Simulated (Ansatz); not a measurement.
F₂Ni, SMILES [Ni+]([F])[F] (connectivity only; charge and spin as stated), charge +1, multiplicity 4.

Coordinates come from a B3LYP-D3(BJ)/def2-TZVP optimisation. The multiplicity is an assumed one; other spin states were not compared.

Two levels are set side by side: PBE/def2-TZVPD (Ansatz, an electronic-structure program) and PBE0/def2-TZVPD (Ansatz). Energy differences of separate SCF runs at the same geometry; the states with an electron removed or added have multiplicity 5 and 3. Differences are taken from unrounded values.

```json
[
 {"quantity": "vertical ionisation energy (eV)", "PBE": "21.65"},
 {"quantity": "vertical electron affinity (eV)", "PBE": "11.24"}
]
```

These are the PBE values. What does PBE0 give? (An estimate is asked for; the answer gives what the named calculation found.)


| quantity | PBE0 | PBE minus PBE0 |
|---|---|---|
| vertical ionisation energy (eV) | 21.47 | 0.18 |
| vertical electron affinity (eV) | 11.89 | -0.65 |
